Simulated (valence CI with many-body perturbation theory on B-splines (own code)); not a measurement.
# Level structure of Ir V

Calculated by relativistic CI+MBPT: five valence electrons over a frozen Dirac-Fock core [Xe] 4f14, radial functions for each j: 7 s, 7 p, 8 d, 6 f, 4 g, 1 h, with the one-electron correlation potential Σ1, the two-electron term Σ2, the three-electron term Σ3, Breit, model QED; selected CI, second order for the rest, scaled by the run's own slope (own B-spline code, finite nucleus).

No measured spectrum was set against this ion. As an estimate, terms of the open shell hold to 2 to 4 % of their energy, and close levels can change places; different configurations can be misplaced against each other by 1,000 to 8,000 cm⁻¹. Among the levels kept, up to 2200 cm⁻¹ of a level comes from second order outside the variational space, and about a tenth of that is noise between levels of different J, which matters for small intervals.

Levels 91 to 135 of 220, with energies above the lowest level, 5d⁵ ⁶S_5/2. "Leading %" is the weight of the configuration and term that name the level; weights of strongly mixed levels are sums over their largest components and can fall short. In the jj column 3d3/2^4 stands for four electrons in 3d with j = 3/2. Lifetimes count E1, E2, E3, M1 and M2 decay at the calculated energies, and are blank where another channel may lead or the interval is too uncertain; long ones can be off by a factor of two.

```csv
No.,Configuration,Term,J,E (cm⁻¹),Leading %,Lifetime,Second component,Leading jj
91,5d⁴6s,⁴P,1/2,143400,77,317 μs,14 % 5d⁴6s ²S,5d3/2 5d5/2^3 6s (42 %)
92,5d⁴6p,⁶F°,1/2,144860,36,1.15 ns,20 % 5d⁴6p ⁴D°,5d3/2^4 6p1/2 (76 %)
93,5d⁴6s,²G,7/2,145650,67,339 μs,23 % 5d⁴6s ²F,5d3/2 5d5/2^3 6s (49 %)
94,5d⁴6s,²G,9/2,147450,84,348 μs,12 % 5d⁴6s ⁴F,5d3/2 5d5/2^3 6s (81 %)
95,5d⁴6s,²P,3/2,147690,76,306 μs,8 % 5d⁴6s ⁴P,5d3/2 5d5/2^3 6s (53 %)
96,5d⁴6s,²F,5/2,149410,81,280 μs,14 % 5d⁴6s ²D,5d3/2 5d5/2^3 6s (59 %)
97,5d⁴6p,⁴P°,1/2,149430,38,1.07 ns,28 % 5d⁴6p ⁶F°,5d3/2^3 5d5/2 6p1/2 (86 %)
98,5d⁴6p,⁶F°,3/2,150890,70,964 ps,19 % 5d⁴6p ⁴D°,5d3/2^3 5d5/2 6p1/2 (74 %)
99,5d⁴6s,²F,7/2,151360,69,290 μs,25 % 5d⁴6s ²G,5d3/2 5d5/2^3 6s (66 %)
100,5d⁴6s,²P,1/2,153710,86,297 μs,8 % 5d⁴6s ²S,5d3/2 5d5/2^3 6s (45 %)
101,5d⁴6p,⁶F°,5/2,155320,68,947 ps,8 % 5d⁴6p ⁴F°,5d3/2^2 5d5/2^2 6p1/2 (48 %)
102,5d⁴6p,⁴P°,3/2,156040,41,490 ps,38 % 5d⁴6p ⁶D°,5d3/2^2 5d5/2^2 6p1/2 (54 %)
103,5d⁴6p,⁶F°,7/2,158750,49,926 ps,15 % 5d⁴6p ⁴F°,5d3/2^2 5d5/2^2 6p1/2 (41 %)
104,5d⁴6p,⁴F°,9/2,160980,29,1.01 ns,20 % 5d⁴6p ⁶F°,5d3/2^3 5d5/2 6p1/2 (60 %)
105,5d⁴6p,⁶P°,5/2,161000,32,275 ps,26 % 5d⁴6p ⁶D°,5d3/2^2 5d5/2^2 6p1/2 (48 %)
106,5d⁴6s,²D,3/2,163400,91,181 μs,,5d3/2 5d5/2^3 6s (43 %)
107,5d⁴6p,⁶P°,7/2,163490,44,222 ps,24 % 5d⁴6p ⁴D°,5d3/2^3 5d5/2 6p1/2 (47 %)
108,5d⁴6s,²D,5/2,163540,88,252 μs,4 % 5d⁴6s ²F,5d3/2 5d5/2^3 6s (42 %)
109,5d⁴6p,⁶P°,3/2,166520,41,178 ps,10 % 5d⁴6p ⁴F°,5d3/2^4 6p3/2 (58 %)
110,5d⁴6p,⁴D°,1/2,167320,31,817 ps,26 % 5d⁴6p ²P°,5d3/2^2 5d5/2^2 6p1/2 (62 %)
111,5d⁴6p,⁴H°,7/2,168980,43,481 ps,12 % 5d⁴6p ²G°,5d3/2^2 5d5/2^2 6p1/2 (46 %)
112,5d⁴6p,⁴I°,9/2,169320,37,861 ps,17 % 5d⁴6p ⁴H°,5d3/2^2 5d5/2^2 6p1/2 (56 %)
113,5d⁴6p,⁴F°,5/2,170210,17,390 ps,15 % 5d⁴6p ⁶F°,5d3/2^3 5d5/2 6p3/2 (54 %)
114,5d⁴6p,⁴F°,3/2,170340,35,389 ps,17 % 5d⁴6p ⁶P°,5d3/2^3 5d5/2 6p3/2 (47 %)
115,5d⁴6p,⁴G°,5/2,172110,27,413 ps,25 % 5d⁴6p ⁶D°,5d3/2^2 5d5/2^2 6p1/2 (32 %)
116,5d⁴6p,²G°,7/2,172880,24,511 ps,21 % 5d⁴6p ⁴H°,5d3/2^2 5d5/2^2 6p1/2 (40 %)
117,5d⁴6p,⁶D°,1/2,173020,49,495 ps,14 % 5d⁴6p ⁴P°,5d3/2^3 5d5/2 6p3/2 (46 %)
118,5d⁴6p,⁴D°,3/2,173850,37,409 ps,19 % 5d⁴6p ⁴F°,5d3/2^2 5d5/2^2 6p1/2 (54 %)
119,5d⁴6p,⁴I°,11/2,174310,36,808 ps,35 % 5d⁴6p ⁴H°,5d3/2^2 5d5/2^2 6p1/2 (88 %)
120,5d⁴6p,⁶D°,7/2,175310,30,360 ps,14 % 5d⁴6p ⁶F°,5d3/2^2 5d5/2^2 6p3/2 (44 %)
121,5d⁴6p,⁴H°,9/2,175640,24,483 ps,24 % 5d⁴6p ⁶F°,5d3/2^2 5d5/2^2 6p1/2 (58 %)
122,5d⁴6p,⁶D°,3/2,176310,30,226 ps,23 % 5d⁴6p ⁴P°,5d3/2^2 5d5/2^2 6p3/2 (39 %)
123,5d⁴6p,⁴F°,5/2,176620,30,203 ps,24 % 5d⁴6p ⁶P°,5d3/2^2 5d5/2^2 6p3/2 (38 %)
124,5d⁴6p,²I°,13/2,177570,34,711 ps,25 % 5d⁴6p ⁴H°,5d3/2^2 5d5/2^2 6p1/2 (86 %)
125,5d⁴6p,⁴D°,3/2,177870,26,220 ps,15 % 5d⁴6p ⁴F°,5d3/2^2 5d5/2^2 6p1/2 (30 %)
126,5d⁴6p,⁶F°,9/2,177870,29,417 ps,22 % 5d⁴6p ⁶D°,5d3/2^2 5d5/2^2 6p3/2 (34 %)
127,5d⁴6p,⁶F°,11/2,178020,65,505 ps,19 % 5d⁴6p ⁴G°,5d3/2^2 5d5/2^2 6p3/2 (36 %)
128,5d⁴6p,⁴G°,5/2,178250,25,247 ps,22 % 5d⁴6p ⁴F°,5d3/2^2 5d5/2^2 6p1/2 (40 %)
129,5d⁴6p,⁴P°,1/2,179100,68,163 ps,9 % 5d⁴6p ²S°,5d3/2^2 5d5/2^2 6p1/2 (50 %)
130,5d⁴6p,⁴P°,5/2,179590,38,302 ps,18 % 5d⁴6p ⁶D°,5d3/2^2 5d5/2^2 6p3/2 (38 %)
131,5d³6s²,⁴F,3/2,180060,78,1.09 μs,14 % 5d³6s² ²D,5d3/2^3 6s^2 (69 %)
132,5d⁴6p,⁴H°,9/2,180250,30,570 ps,12 % 5d⁴6p ²H°,5d3/2^2 5d5/2^2 6p1/2 (67 %)
133,5d⁴6p,⁴F°,5/2,180650,32,300 ps,19 % 5d⁴6p ⁴D°,5d3/2^2 5d5/2^2 6p1/2 (64 %)
134,5d⁴6p,⁶D°,7/2,180870,33,311 ps,27 % 5d⁴6p ⁴F°,5d3/2^2 5d5/2^2 6p3/2 (38 %)
135,5d⁴6p,⁴D°,1/2,181310,69,234 ps,8 % 5d⁴6p ²P°,5d3/2^3 5d5/2 6p3/2 (43 %)
```

Names give the largest LS component (configuration and term), which can be under half, so a name can repeat, a term be missing and a line seem to break the LS rules; names also repeat where a configuration has a term twice.

Where two levels of one J and parity lie close, their mixing, g and order are uncertain.
